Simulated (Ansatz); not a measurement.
Basis-set extrapolation for CBClFN (`N#CB(F)Cl`) (PBE0-D4/def2-TZVP geometry, frozen core, the Gaussian-basis code of Ansatz). Multiplicity 1, RHF reference.

|  | def2-TZVPP | def2-QZVPP |
| --- | --- | --- |
| HF | -676.144192 | -676.165769 |
| MP2 correlation | -0.856119 | -0.927292 |
| CCSD(T) correlation | -0.911418 | -0.979628 |

Energies in hartree. Use E(X) = E(∞) + A·exp(−7.88·√X) for Hartree–Fock and E(X) = E(∞) + B·X^(−2.97) for correlation, with X = 3 and 4.

What is the CCSD(T) energy at the basis-set limit?

HF limit: -676.165769 + (-0.021577) × 0.13774 = -676.16874. Correlation limit: -0.979628 + (-0.068210) × 0.74074 = -1.03015. Total: -677.19889 hartree, 89.9 kcal/mol below CCSD(T)/def2-TZVPP.
